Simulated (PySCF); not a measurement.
Dipole response of Sn⁻ (tin, charge -1)

[Kr] 4d10 5s2 5p3, high-spin 4S determinant. Calculation: PySCF 2.14, in aug-cc-pVQZ-PP with ECP28MDF (7s7p5d3f2g, 92 functions); a scalar-relativistic core potential. Coupled (time-dependent) response in atomic units; α is the mean over directions.

| method | mean α (bohr³) | C₆ (like pair) | S(−4) |
| --- | --- | --- | --- |
| wB97M-V | 185.5 | 3118 | 19360 |

S(−4) is the Cauchy moment in α(ω) = α(0) + S(−4) ω² + …

α(iu) at wB97M-V:

| u (hartree) | α(iu) (bohr³) |
| --- | --- |
| 0 | 185.5 |
| 0.0500 | 150.5 |
| 0.100 | 104.4 |
| 0.200 | 54.70 |
| 0.300 | 33.49 |
| 0.500 | 16.65 |
| 0.750 | 9.257 |
| 1.00 | 6.094 |
| 1.50 | 3.394 |
| 2.00 | 2.231 |
| 3.00 | 1.201 |
| 5.00 | 0.5095 |

For an ion, C₆ is the dispersion term alone; charge-induced terms of lower order in 1/R come first.

Energies and moments cover only the electrons outside the core potential.
